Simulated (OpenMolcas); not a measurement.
Computed levels of 4d2 in ions with 38 electrons, in cm-1 above 3F2.

```
Program             : OpenMolcas 26.06
Method              : RASSCF
Basis               : ANO-RCC-VTZP
Scalar Hamiltonian  : DKH2, point nucleus
Spin-orbit coupling : state interaction with AMFI integrals over the reference wave functions, term energies averaged over their components
```

Active space for each ion: 8 electrons in 8 orbitals (RAS1 4p, at most 2 holes; RAS2 4d).

| Level | Mo4+ | Tc5+ | Rh7+ |
| --- | --- | --- | --- |
| 3F3 | 1598 | 2166 | 3619 |
| 3F4 | 3444 | 4603 | 7492 |
| 1D2 | 11987 | 13505 | 16809 |
| 3P0 | 13209 | 14667 | 17667 |
| 3P1 | 13867 | 15594 | 19332 |
| 3P2 | 15454 | 17811 | 23194 |
| 1G4 | 19921 | 22408 | 27763 |
| 1S0 | 41007 | 45636 | 55492 |

Task: Estimate 3F4, 1D2, 3P0 for Ru6+ from its neighbours Tc5+ and Rh7+.

Result: 3F4 is fine structure, which grows about as the fourth power of a screened charge, so the fourth roots are averaged: ((4603^0.25 + 7492^0.25) / 2)^4 = 5916. The calculation gives 5917, so the estimate is off by 0 %.
1D2 is another term, which grows about linearly with the charge: (13505 + 16809) / 2 = 15157. The calculation gives 15147, so the estimate is off by +0.1 %.
3P0 is another term, which grows about linearly with the charge: (14667 + 17667) / 2 = 16167. The calculation gives 16194, so the estimate is off by -0.2 %.

Mixed levels, with the weight of the term that names them: Ru6+ 1D2 (72 %), Ru6+ 3P2 (74 %), Rh7+ 1D2 (69 %), Rh7+ 3P2 (71 %).

Without dynamic correlation excited terms often stand tens of per cent too high (terms of higher spin than the ground term too low), and those without a measured partner can miss by more than the paired ones. Active for correlation alone: 4p; no level in the range computed is led by a configuration that opens it, so any true level of that kind is missing. Levels of configurations outside the active space are missing.
